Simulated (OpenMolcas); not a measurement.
## Xe5+: the spin-orbit constant, worked from levels

```
Program             : OpenMolcas 26.06
Basis               : ANO-RCC [10s9p8d5f3g]
Scalar Hamiltonian  : DKH2, point nucleus
Active space        : 3 electrons in 8 orbitals (5s 5p 6s 6p)
State averaging     : 2S+1 = 4 odd, 1 root; 2S+1 = 2 odd, 11 roots; 2S+1 = 4 even, 3 roots; 2S+1 = 2 even, 9 roots
Spin-orbit coupling : state interaction with AMFI integrals over the reference wave functions, term energies averaged over their components
```

Methods: CASSCF; MS-CASPT2, IPEA 0.25 Eh, imaginary shift 0.1 Eh (closed shells correlated: 4d). Measured levels: Saloman, J. Phys. Chem. Ref. Data 33, 765 (2004).

**The spin-orbit constant.** For the Hund term ²P° of p1, E(J) = (A/2) J(J+1) + constant and ζ = 2S·A = A. From J = 1/2 to J = 3/2 the energy changes by 1.5 A.

| Source | E(3/2) - E(1/2) | A | ζ |
| --- | --- | --- | --- |
| CASSCF | 13577.1 | 9051.4 | 9051 |
| MS-CASPT2 | 13728.2 | 9152.1 | 9152 |
| measured | 15599.0 | 10399.3 | 10399 |

All in cm-1. MS-CASPT2 is off by -12.0 % and CASSCF by -13.0 %. Both methods take the spin-orbit matrix elements from the reference wave functions, so the second can move ζ only through the term energies and any multistate remixing.

Over all roots computed the reference weight is 0.86 to 0.95 in MS-CASPT2; the roots of lowest weight are the least certain, and an intruder state may touch them. Active for correlation alone: 6p 6s; no level in the range computed is led by a configuration that fills them, so any true level of that kind is missing. Computed and measured levels are paired by configuration, term and J; levels that our copy of the source lacks, or whose pairing is in doubt (as where it misses far off the trend of its configuration), stay unpaired and out of the deviations. Levels of configurations outside the active space are missing.

° marks odd parity.
